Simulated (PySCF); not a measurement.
Several orderings of computed values.

Each SMILES stands for a single optimised conformer of the isolated species, non-relativistic unless stated; the electronic structure was computed with PySCF and density fitting.

Dipoles, sizes and rotational constants follow the conformer. The torsions of the flexible species, by atom-mapped SMILES:
- `[OH:1][c:2]1[cH:3][cH:4][c:5]([Si@@H:6]2[CH2:7][CH2:8][S:9]2)[s:10]1`: C4–C5–Si6–C7 81°, H–O1–C2–C3 179°
- `[CH3:1][C:2](=[O:3])[c:4]1[cH:5][s:6][cH:7][c:8]1[S:9][SiH3:10]`: C1–C2–C4–C5 -21°, C7–C8–S9–Si10 -105°
- `[O:1]=[C:2]([SiH3:3])[O:4][C@:5]1([F:6])[CH2:7][O:8][SiH2:9]1`: O1–C2–O4–C5 -5°, C2–O4–C5–F6 -98°
- `[F:1]/[C:2]([SiH3:3])=[CH:4]\[C:5]([F:6])([F:7])[F:8]`: C2–C4–C5–F6 -67°

The conformers of `O=C(O)[C@@H]1[SiH2]O[SiH2][C@@H]1F` aren't listed.

(1) Rank by HOMO energy, lowest first (PBE0/pcSseg-1 at GFN2-xTB geometries).
A. `CC(=O)c1cscc1S[SiH3]`
B. `O=C(O)[C@@H]1[SiH2]O[SiH2][C@@H]1F`
C. `Oc1ccc([Si@@H]2CCS2)s1`
D. `O(C([SiH3])=O)[C@]1(F)CO[SiH2]1`

(2) Give the two extremes of that set in hartree.

(3) Rank by HOMO–LUMO gap, highest first (PBE0/pcSseg-1 at GFN2-xTB geometries).
A. `Oc1ccc([Si@@H]2CCS2)s1`
B. `c1c(C(C)=O)c(cs1)S[SiH3]`
C. `O=C([SiH3])O[C@]1(F)CO[SiH2]1`
D. `O=C(O)[C@@H]1[SiH2]O[SiH2][C@@H]1F`

(4) By how much do the two ends of that ranking differ?

(5) Rank by smallest rotational constant, lowest first (GFN2-xTB).
A. `F/C([SiH3])=C\C(F)(F)F`
B. `OC1=CC=C([Si@@H]2CCS2)S1`
C. `C1[C@@]([SiH2]O1)(F)OC(=O)[SiH3]`
D. `CC(=O)c1cscc1S[SiH3]`

(6) By how much do the two ends of that ranking differ?

## Answers

(1) B (-8.28 eV), D (-7.77 eV), A (-6.69 eV), C (-6.46 eV).

(2) `O=C(O)[C@@H]1[SiH2]O[SiH2][C@@H]1F`: -0.304 Eh; `Oc1ccc([Si@@H]2CCS2)s1`: -0.237 Eh.

(3) D (8.07 eV), C (6.41 eV), A (5.60 eV), B (5.04 eV).

(4) By 3.03 eV, between `O=C(O)[C@@H]1[SiH2]O[SiH2][C@@H]1F` and `CC(=O)c1cscc1S[SiH3]`.

(5) B (0.390 GHz), D (0.497 GHz), C (0.676 GHz), A (0.805 GHz).

(6) By 0.415 GHz, between `F/C([SiH3])=C\C(F)(F)F` and `Oc1ccc([Si@@H]2CCS2)s1`.
